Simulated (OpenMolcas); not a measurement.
**Multiconfigurational calculation on N III**

Input:

```
&GATEWAY
Coord
1

N 0.0 0.0 0.0
Basis=ANO-RCC-VTZP
Group=XYZ
NoMove
AngMom=0.0 0.0 0.0
AMFI
&SEWARD
* reference wave functions (RASSCF and RASSI steps not shown): 3 electrons in 8 orbitals (2s 2p 3s 3p)
>>> COPY JOB001 $Project.JobIph
&CASPT2
Multistate=1 1
Frozen=0 0
IPEA=0.25
Imaginary=0.1
MaxIter=60
WThr=0.0 0.3 0.05
PrWF=0.5
NoMix
>>> COPY JOB002 $Project.JobIph
&CASPT2
Multistate=11 1 2 3 4 5 6 7 8 9 10 11
Frozen=0 0
IPEA=0.25
Imaginary=0.1
MaxIter=60
WThr=0.0 0.3 0.05
PrWF=0.5
NoMix
>>> COPY JOB003 $Project.JobIph
&CASPT2
Multistate=3 1 2 3
Frozen=0 0
IPEA=0.25
Imaginary=0.1
MaxIter=60
WThr=0.0 0.3 0.05
PrWF=0.5
NoMix
...
```

Output, cut to the results:

```
--- CASPT2 ---
Orbital specifications:
      -----------------------

      Symmetry species                           1   2
                                                ag  au
      Frozen orbitals                            0   0
      Inactive orbitals                          1   0
      Active orbitals                            2   6
      Secondary orbitals                        11  10
      Deleted orbitals                           0   0
      Number of basis functions                 14  16
Type of calculation                        SS-CASPT2
      Fock operator                              state-specific
      IPEA shift                                 0.25
      Real shift                                 0.00
      Imaginary shift                            0.10
      The input orbitals will be transformed to quasi-canonical
Reference energy:         -52.0620957152
      E2 (Non-variational):      -0.0265465707
      Shift correction:          -0.0000076698
      E2 (Variational):          -0.0265542405
      Total energy:             -52.0886499558
      Residual norm:              0.0000002445
      Reference weight:           0.99636
      Contributions to the CASPT2 correlation energy
      Active & Virtual Only:         -0.0165404225
      One Inactive Excited:          -0.0069620711
      Two Inactive Excited:          -0.0030440771
::    CASPT2 Root  1     Total energy:    -52.08864996
--- CASPT2 ---
Orbital specifications:
      -----------------------

      Symmetry species                           1   2
                                                ag  au
      Frozen orbitals                            0   0
      Inactive orbitals                          1   0
      Active orbitals                            2   6
      Secondary orbitals                        11  10
      Deleted orbitals                           0   0
      Number of basis functions                 14  16
Type of calculation                        MS-CASPT2
      Fock operator                              state-specific
      IPEA shift                                 0.25
      Real shift                                 0.00
      Imaginary shift                            0.10
      The input orbitals will be transformed to quasi-canonical
Reference energy:         -52.8990590066
      E2 (Non-variational):      -0.0356983692
      Shift correction:          -0.0000249723
      E2 (Variational):          -0.0357233415
      Total energy:             -52.9347823481
      Residual norm:              0.0000005468
      Reference weight:           0.99196
      Contributions to the CASPT2 correlation energy
      Active & Virtual Only:         -0.0298595807
      One Inactive Excited:          -0.0034639874
      Two Inactive Excited:          -0.0023748010
Reference energy:         -52.8990590066
      E2 (Non-variational):      -0.0357029059
      Shift correction:          -0.0000249896
      E2 (Variational):          -0.0357278955
      Total energy:             -52.9347869021
      Residual norm:              0.0000005492
      Reference weight:           0.99196
      Contributions to the CASPT2 correlation energy
      Active & Virtual Only:         -0.0298641167
      One Inactive Excited:          -0.0034639881
      Two Inactive Excited:          -0.0023748010
::    CASPT2 Root  1     Total energy:    -52.93478235
::    CASPT2 Root  2     Total energy:    -52.93478690
::    CASPT2 Root  3     Total energy:    -52.93478691
::    CASPT2 Root  4     Total energy:    -52.00395410
::    CASPT2 Root  5     Total energy:    -52.00394858
::    CASPT2 Root  6     Total energy:    -52.00379488
::    CASPT2 Root  7     Total energy:    -52.00396493
::    CASPT2 Root  8     Total energy:    -52.00379655
::    CASPT2 Root  9     Total energy:    -51.88083748
::    CASPT2 Root 10     Total energy:    -51.88083771
::    CASPT2 Root 11     Total energy:    -51.88083781
::    MS-CASPT2 Root  1     Total energy:    -52.93486816
::    MS-CASPT2 Root  2     Total energy:    -52.93486816
::    MS-CASPT2 Root  3     Total energy:    -52.93486360
::    MS-CASPT2 Root  4     Total energy:    -52.00529728
::    MS-CASPT2 Root  5     Total energy:    -52.00441263
::    MS-CASPT2 Root  6     Total energy:    -52.00385777
::    MS-CASPT2 Root  7     Total energy:    -52.00323180
::    MS-CASPT2 Root  8     Total energy:    -52.00265956
::    MS-CASPT2 Root  9     Total energy:    -51.88075656
::    MS-CASPT2 Root 10     Total energy:    -51.88075646
::    MS-CASPT2 Root 11     Total energy:    -51.88075622
--- CASPT2 ---
Orbital specifications:
      -----------------------

      Symmetry species                           1   2
                                                ag  au
      Frozen orbitals                            0   0
      Inactive orbitals                          1   0
      Active orbitals                            2   6
      Secondary orbitals                        11  10
      Deleted orbitals                           0   0
      Number of basis functions                 14  16
Type of calculation                        MS-CASPT2
      Fock operator                              state-specific
      IPEA shift                                 0.25
      Real shift                                 0.00
      Imaginary shift                            0.10
      The input orbitals will be transformed to quasi-canonical
Reference energy:         -52.6633987778
      E2 (Non-variational):      -0.0173966300
      Shift correction:          -0.0000090304
      E2 (Variational):          -0.0174056604
      Total energy:             -52.6808044383
      Residual norm:              0.0000004334
      Reference weight:           0.99698
      Contributions to the CASPT2 correlation energy
      Active & Virtual Only:         -0.0111002660
      One Inactive Excited:          -0.0037160141
      Two Inactive Excited:          -0.0025803499
Reference energy:         -52.6633987778
...
```

Levels above the lowest, from the spin-orbit matrix with the single-state CASPT2 energies, averaged by term, on its diagonal:

```json
{"Configuration": "2s2 2p", "Term": "2P*", "J": "1/2", "E (cm-1)": "0.0", "Measured (cm-1)": "0.0", "g": "0.666", "Term weight %": "100"}
{"Configuration": "2s2 2p", "Term": "2P*", "J": "3/2", "E (cm-1)": "168", "Measured (cm-1)": "174", "g": "1.334", "Term weight %": "100"}
{"Configuration": "2s 2p2", "Term": "4P", "J": "1/2", "E (cm-1)": "55760", "Measured (cm-1)": "", "g": "2.671", "Term weight %": "100"}
{"Configuration": "2s 2p2", "Term": "4P", "J": "3/2", "E (cm-1)": "55820", "Measured (cm-1)": "57247", "g": "1.735", "Term weight %": "100"}
{"Configuration": "2s 2p2", "Term": "4P", "J": "5/2", "E (cm-1)": "55910", "Measured (cm-1)": "57328", "g": "1.601", "Term weight %": "100"}
{"Configuration": "2s 2p2", "Term": "2D", "J": "3/2", "E (cm-1)": "101010", "Measured (cm-1)": "101031", "g": "0.800", "Term weight %": "100"}
{"Configuration": "2s 2p2", "Term": "2D", "J": "5/2", "E (cm-1)": "101010", "Measured (cm-1)": "101024", "g": "1.200", "Term weight %": "100"}
{"Configuration": "2s 2p2", "Term": "2S", "J": "1/2", "E (cm-1)": "131530", "Measured (cm-1)": "131004", "g": "2.002", "Term weight %": "100"}
{"Configuration": "2s 2p2", "Term": "2P", "J": "1/2", "E (cm-1)": "147420", "Measured (cm-1)": "145876", "g": "0.666", "Term weight %": "100"}
{"Configuration": "2s 2p2", "Term": "2P", "J": "3/2", "E (cm-1)": "147540", "Measured (cm-1)": "145986", "g": "1.334", "Term weight %": "100"}
{"Configuration": "2p3", "Term": "4S*", "J": "3/2", "E (cm-1)": "185820", "Measured (cm-1)": "186797", "g": "2.002", "Term weight %": "100"}
{"Configuration": "2p3", "Term": "2D*", "J": "3/2", "E (cm-1)": "204420", "Measured (cm-1)": "203089", "g": "0.800", "Term weight %": "100"}
{"Configuration": "2p3", "Term": "2D*", "J": "5/2", "E (cm-1)": "204420", "Measured (cm-1)": "203075", "g": "1.200", "Term weight %": "100"}
{"Configuration": "2p3", "Term": "2P*", "J": "1/2", "E (cm-1)": "231420", "Measured (cm-1)": "230404", "g": "0.666", "Term weight %": "100"}
{"Configuration": "2p3", "Term": "2P*", "J": "3/2", "E (cm-1)": "231430", "Measured (cm-1)": "230409", "g": "1.334", "Term weight %": "100"}
```

Against the 13 measured excited levels shown (Moore, Selected Tables of Atomic Spectra, NSRDS-NBS 3, section 5) the mean absolute deviation is 940 cm-1; the largest miss in energy is 2s 2p2 2P 3/2: computed 147540, measured 145986 cm-1 (+1.1 %), and the largest in proportion 2s2 2p 2P* 3/2 (-3.9 %).

Term energies are means over components that CASPT2 splits; among the terms shown or strongly mixed into the levels shown the widest spread is 37 cm-1 (2p3 2D*). Active for correlation alone: 3p 3s; no level in the range computed is led by a configuration that fills them, so any true level of that kind is missing. Measured partners are found by configuration, term and J. A level has none where our copy of the source lacks it or the pairing is in doubt (some pairs that miss far off the trend of their configuration count as doubtful), and it then counts in no deviation. Only configurations of the active space appear. The first state left out of the spin-orbit step lies near 300000 cm-1 above the lowest spin-free state of the reference (among the parities and spins computed), and the list stops at four fifths of that energy or lower.

The term weight is that of the spin-free term in the level, not the purity of its configuration. * marks odd parity.
